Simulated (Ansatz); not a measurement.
One change: `C=[N][Al]([OH])[SiH3]` becomes `C=[N][Al]([NH2])[OH]`.

Ansatz, PBE0-D4/def2-TZVP geometries, multiplicity 1. Each molecule was computed in one conformer, which needn't be the lowest.

```
                                          property  `C=[N][Al]([OH])[SiH3]`
                LUMO energy (PBE0/def2-TZVPP) / eV                    -1.13
             HOMO energy (ωB97M-V/def2-TZVPP) / eV                    -9.03
           HOMO–LUMO gap (ωB97M-V/def2-TZVPP) / eV                    10.03
              HOMO–LUMO gap (PBE0/def2-TZVPP) / eV                     5.60
             LUMO energy (ωB97M-V/def2-TZVPP) / eV                     1.00
size of the dipole moment (ωB97M-V/def2-TZVPP) / D                     2.72
```

Q: What does the change do to each property? (An estimate is asked.)

A: Ansatz gave: 
| property | `C=[N][Al]([NH2])[OH]` | shift |
| --- | --- | --- |
| LUMO energy (PBE0/def2-TZVPP) / eV | -0.69 | 0.44 |
| HOMO energy (ωB97M-V/def2-TZVPP) / eV | -8.60 | 0.43 |
| HOMO–LUMO gap (ωB97M-V/def2-TZVPP) / eV | 10.12 | 0.09 |
| HOMO–LUMO gap (PBE0/def2-TZVPP) / eV | 5.60 | 0.00 |
| LUMO energy (ωB97M-V/def2-TZVPP) / eV | 1.53 | 0.53 |
| size of the dipole moment (ωB97M-V/def2-TZVPP) / D | 1.56 | -1.16 |

Dipoles are sizes alone; their direction can turn.
